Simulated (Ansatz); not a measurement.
A nudged elastic band was laid between two geometries of ClGeH3 + H4OSi (11 atoms, charge 0, multiplicity 1).

Method: Ansatz 0.2.0, RKS B3LYP-D4/def2-SVP.

```
movable images  : 7
climbing image  : yes
spring          : 5.0 eV/Å²
optimiser       : quadratic models (default)
start path      : through a guess of the saddle point
force threshold : 0.05 eV/Å
iteration limit : 60
end points      : relaxed
```

First end point:

```xyz
11
Properties=species:S:1:pos:R:3
Ge 0.532 0.080 -0.047
Cl 0.008 -0.432 2.034
H 2.053 -0.125 -0.139
H 0.138 1.546 -0.259
H -0.227 -0.894 -0.956
O -2.678 0.367 0.562
Si -3.540 -1.012 0.170
H -2.635 -2.172 -0.101
H -4.484 -1.408 1.259
H -4.307 -0.688 -1.061
H -2.125 0.304 1.357
```

Last end point:

```xyz
11
Properties=species:S:1:pos:R:3
Ge -0.195 0.011 -0.481
Cl -0.698 0.678 3.131
H 0.991 -0.682 0.201
H -0.101 1.543 -0.432
H -0.409 -0.500 -1.920
O -1.674 -0.455 0.461
Si -3.141 -1.137 0.027
H -2.945 -2.527 -0.477
H -3.994 -1.153 1.245
H -3.796 -0.329 -1.044
H -1.301 0.118 2.105
```

(1) Which bonds break or form, and what moves?

(2) What energy profile does the band end with?

(3) What is the geometry of the highest image?

Answers

(1) Bonds broken: Ge1–Cl2, O6–H11. Bonds formed: Ge1–O6, Cl2–H11. ClGeH3 + H4OSi becomes ClH + GeH6OSi.

(2) It converged. The highest image is number 4 of 0 to 8, 23.3 kcal/mol above the first end and 16.7 kcal/mol above the last; the last end lies 6.6 kcal/mol above the first. A vibrational analysis at the climbing image gives one clearly imaginary mode, 140i cm⁻¹, and a faint second one (20i cm⁻¹) that may be numerical noise or a soft torsion: probably a first-order saddle point. The orbitals stay closed-shell, which can raise the energy where a bond breaks towards radicals; this wasn't checked here.

```
image  path coordinate (Å)  energy (kcal/mol)  Ge1–Cl2 (Å)  O6–H11 (Å)  Ge1–O6 (Å)
    0                 0.00                0.0         2.21        0.97        3.28
    1                 0.89                0.6         2.21        0.97        3.26
    2                 1.78                4.8         2.21        0.97        3.05
    3                 2.66               16.9         2.29        0.97        2.54
    4                 3.55               23.3         2.60        1.03        2.03
    5                 4.02               19.0         2.87        1.28        1.91
    6                 4.48                9.0         3.23        1.60        1.83
    7                 4.95                6.7         3.64        1.78        1.81
    8                 5.41                6.6         3.71        1.78        1.81
```

(3) 
```xyz
11
Properties=species:S:1:pos:R:3
Ge -0.070 0.159 -0.145
Cl -0.141 0.740 2.384
H 1.151 -0.709 0.178
H 0.090 1.663 -0.401
H -0.652 -0.429 -1.476
O -1.836 -0.422 0.672
Si -3.259 -1.186 0.101
H -2.980 -2.624 -0.144
H -4.271 -1.012 1.174
H -3.666 -0.506 -1.152
H -1.631 -0.107 1.626
```

The run took 4.5 min on 4 threads of Arm Neoverse V2, with other jobs on the host, peak memory 0.31 GiB.
